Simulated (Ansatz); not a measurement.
Isolated molecules relaxed with PBE0-D4/def2-TZVP in Ansatz; ΔE leaves out vibrations. CBS: MP2 limit from def2 TZ/QZ plus the TZ coupled-cluster correction, frozen cores. Functionals use def2-TZVPP. For Br outer-core shells are correlated without core-valence functions, which leaves a few kJ/mol of doubt a bond. Scalar relativity is left out up to krypton. Each species was taken in one conformer, which may not be the lowest.

Reaction (ligand exchange at the Si–Br bond): `[SiH3]Br` + `[OH][Al]([O][SiH3])[O][SiH3]` → `[SiH3][O][Al]([O][SiH3])[O][SiH3]` + HBr

`[SiH3]Br`:

Cartesian coordinates in Å:
```
Si -0.030 -0.111 0.117
Br 0.378 1.390 -1.467
H 1.063 -0.048 1.113
H -0.084 -1.450 -0.512
H -1.328 0.219 0.749
```

`[OH][Al]([O][SiH3])[O][SiH3]`:

Cartesian coordinates in Å:
```
O -0.755 -2.409 -0.890
Al -0.225 -0.887 -0.399
O -0.874 -0.226 0.990
Si -1.681 0.129 2.353
O 0.927 -0.047 -1.278
Si 1.961 1.115 -1.747
H -0.421 -2.838 -1.676
H -1.387 1.529 2.759
H -1.265 -0.786 3.449
H -3.146 -0.010 2.139
H 1.611 1.574 -3.117
H 1.907 2.280 -0.823
H 3.348 0.577 -1.759
```

`[SiH3][O][Al]([O][SiH3])[O][SiH3]`:

```xyz
16

Si    2.321   -2.292    0.108
O     1.271   -1.055    0.154
Al   -0.009    0.005    0.002
O     0.062    1.508    0.724
Si    0.463    2.855    1.538
O    -1.359   -0.437   -0.873
Si   -2.781   -0.564   -1.647
H     3.664   -1.796   -0.294
H     1.877   -3.321   -0.870
H     2.419   -2.919    1.452
H     0.372    4.032    0.635
H    -0.469    3.047    2.680
H     1.851    2.758    2.062
H    -2.554   -1.009   -3.046
H    -3.485    0.747   -1.669
H    -3.642   -1.559   -0.955
```

HBr:

Cartesian coordinates in Å:
```
Br 0.242 0.648 0.161
H -0.242 -0.648 -0.161
```

```json
{"level": "BLYP-D4", "ΔE (eV)": "-0.20"}
{"level": "B2PLYP", "ΔE (eV)": "-0.20"}
{"level": "PBE-QIDH", "ΔE (eV)": "-0.14"}
{"level": "PBE", "ΔE (eV)": "-0.04"}
{"level": "r2SCANh", "ΔE (eV)": "-0.14"}
{"level": "CCSD(T)/def2-TZVPP", "ΔE (eV)": "-0.22"}
{"level": "HF/def2-QZVPP", "ΔE (eV)": "-0.33"}
{"level": "MP2/def2-QZVPP", "ΔE (eV)": "-0.15"}
```

**Question.** What does CCSD(T)/CBS give? (An estimate is asked.)

**Answer.** The calculation gave: -0.17 eV. The listed levels differ from it by -0.03, -0.03, 0.03, 0.13, 0.03, -0.05, -0.16, 0.02 eV.

Largest T1 diagnostic among the species: 0.012.

Leaving LDA and LC-ωPBE aside and taking each functional with its dispersion term where it has one, the values, not all of them listed here, spread over 0.21 eV, from CAM-B3LYP-D4 to PBE-D4. LDA lies −0.06 eV from PBE without D4. At CCSD(T), def2-SVP lies −0.10 eV from the extrapolated value and def2-TZVPP −0.06 eV. From PBE to PBE0 (25 % exact exchange), in def2-TZVPP and without D4, ΔE moves by −0.04 eV.
